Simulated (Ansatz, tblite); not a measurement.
Dissociation curve of Ga2, triplet.

- UHF/cc-pVTZ (Ansatz, a quantum-chemistry and plane-wave program)
- UCCSD = CCSD on UHF/cc-pVTZ, cores with 3d frozen run with Ansatz
- GFN2-xTB, 300 K electronic temperature (tblite)
- FCI = Ansatz with full CI/cc-pVTZ, cores with 3d frozen

Energies relative to the lowest point of each curve between 2.55 and 3.33 Å, where full CI is lowest, in kcal/mol:

```csv
R / Å,UHF,UCCSD,GFN2-xTB
2.55,2.2,1.8,1.3
2.65,0.5,0.3,0.2
2.76,0.0,0.0,0.0
2.93,1.0,1.3,1.3
3.07,3.0,3.3,3.3
3.33,7.6,8.5,8.5
3.55,10.3,13.2,13.4
3.93,13.1,19.4,21.6
4.79,15.6,24.8,34.7
5.42,16.3,26.0,39.2
6.11,16.6,26.5,41.0
7.10,16.8,26.8,41.5
```

Task: Predict the corresponding FCI column.

Result: 2.55: 1.8; 2.65: 0.4; 2.76: 0.0; 2.93: 1.2; 3.07: 3.1; 3.33: 7.7; 3.55: 11.7; 3.93: 17.7; 4.79: 25.6; 5.42: 27.9; 6.11: 28.9; 7.10: 29.4 (kcal/mol).

The scan ran from 1.76 to 8.28 Å; beyond the distances shown full CI changes its symmetry label.
